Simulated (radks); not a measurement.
Spherical jellium clusters: N electrons in a uniform positive sphere of charge N and radius rs N^(1/3), rs = 5.16 bohr. Method: non-relativistic Kohn-Sham, PBEsol, spin-polarised, spherical densities; computed with a radial shooting solver with Libxc functionals. Levels are named by radial order and angular momentum (1s, 1p, 1d, 2s, ...), and open shells are averaged over m.

N = 6, configuration 1s2 1p(up 3, down 1). This is the lowest configuration that the search found. Occupied levels:

level,occupation,eigenvalue (eV),<r> (bohr)
1s up,1,-3.4447,6.424
1s down,1,-3.1602,6.195
1p up,3,-2.5906,7.618
1p down,1,-2.2428,7.606

Energy (eV): total -10.0409, kinetic 6.9112, external -123.69, Hartree 61.271, exchange-correlation -17.222, background 62.686.
